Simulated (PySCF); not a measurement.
## Diatomics of Na with the halogens

MP2 with triple-zeta basis sets in PySCF, for the lowest determinant that a PBE0 search found; no spin–orbit coupling. De refers to high-spin ground-configuration atoms.

| M | basis | reference, frozen orbitals | state (unpaired electrons) | Re (Å) | ωe (cm⁻¹) | De (eV) |
| --- | --- | --- | --- | --- | --- | --- |
| F | x2c-TZVPPall | RHF, 2 | singlet (closed shell) | 1.925 | 541 | 4.93 |
| Cl | def2-TZVPP | RHF, 6 | singlet (closed shell) | 2.360 | 365 | 4.14 |
| I | def2-TZVPP | RHF, 5 | singlet (closed shell) | 2.718 | 254 | 3.34 |

Task: The row for M = Br is missing. Estimate Re, ωe and De as the mean of the rows for Cl and I, and compare with the calculation.

Result: The means are 2.539 Å, 310 cm⁻¹ and 3.74 eV. RHF-MP2 in def2-TZVPP gives NaBr as a singlet (closed shell) with Re = 2.511 Å, ωe = 296 cm⁻¹, De = 3.81 eV, so the estimate is off by +2.8 pm, +5 % and -0.07 eV.

The rows differ in basis set, which adds steps of its own.

Correlated steps freeze the inner cores (2 to 10 orbitals); shallow outer-core shells are correlated. These are scalar-relativistic numbers at best; spin–orbit coupling would shift them, the dissociation energy most. Where the molecule has an RHF reference, its open-shell atoms are computed with UHF.
